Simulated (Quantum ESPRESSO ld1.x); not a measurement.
The numbers below are computed, except where a source is named.
Species: the iron ion Fe+. Configuration: [Ar] 3d6 4s1 (the NIST ground configuration). Level of theory: scalar-relativistic Kohn-Sham, relativistic LDA (MacDonald-Vosko exchange, VWN5 correlation), spin-unpolarised, spherical densities, point nucleus (ld1.x of Quantum ESPRESSO 7.5).

Unscreened Slater integrals over Kohn-Sham orbitals (cm^-1).

| integral | value |
|---|---|
| F0(4s,4s) | 73655 |
| F0(4s,3d) | 92412 |
| G2(4s,3d) | 12378 |
| F0(4s,3p) | 94964 |
| G1(4s,3p) | 5708.6 |
| F0(4s,3s) | 95374 |
| G0(4s,3s) | 4070.1 |
| F0(3d,3d) | 185150 |
| F2(3d,3d) | 83602 |
| F4(3d,3d) | 51626 |
| F0(3d,3p) | 205030 |
| F2(3d,3p) | 95116 |
| G1(3d,3p) | 117960 |
| G3(3d,3p) | 70962 |
| F0(3d,3s) | 209690 |
| G2(3d,3s) | 88989 |
| F0(3p,3p) | 231020 |
| F2(3p,3p) | 115140 |
| F0(3p,3s) | 236810 |
| G1(3p,3s) | 156610 |
| F0(3s,3s) | 243160 |

Derived for the open shells (J is the average intra-shell exchange parameter used in DFT+U). 3d: Racah B = F2/49 - 5 F4/441 = 1121 cm^-1, C = 35 F4/441 = 4097 cm^-1, C/B = 3.66, F4/F2 = 0.618, J = (F2 + F4)/14 = 9659 cm^-1.
